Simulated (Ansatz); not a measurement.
All numbers were calculated with Ansatz.

Basis-set series for `[BH2][SnH2][SiH3]`. Charge 0, multiplicity 1. Sn: def2 effective core potential. The structure was optimised at the PBE0-D4/def2-TZVP level.

```csv
functional,basis,functions,energy (Eh),HOMO (eV),LUMO (eV)
PBE0-D4,def2-TZVPP,221,-532.65169,-7.59,-2.56
PBE0-D4,def2-QZVPP,419,-532.66523,-7.59,-2.57
ωB97M-V,def2-TZVPP,221,-532.69717,-9.56,-0.68
ωB97M-V,def2-QZVPP,419,-532.71010,-9.56,-0.72
```

(1) Give the rows for def2-SVP. (Estimate.)

Answers

(1) The calculation gave: 
```json
{"functional": "PBE0-D4", "basis": "def2-SVP", "functions": "93", "energy (Eh)": "-532.51216", "HOMO (eV)": "-7.60", "LUMO (eV)": "-2.50"}
{"functional": "ωB97M-V", "basis": "def2-SVP", "functions": "93", "energy (Eh)": "-532.55080", "HOMO (eV)": "-9.53", "LUMO (eV)": "-0.51"}
```
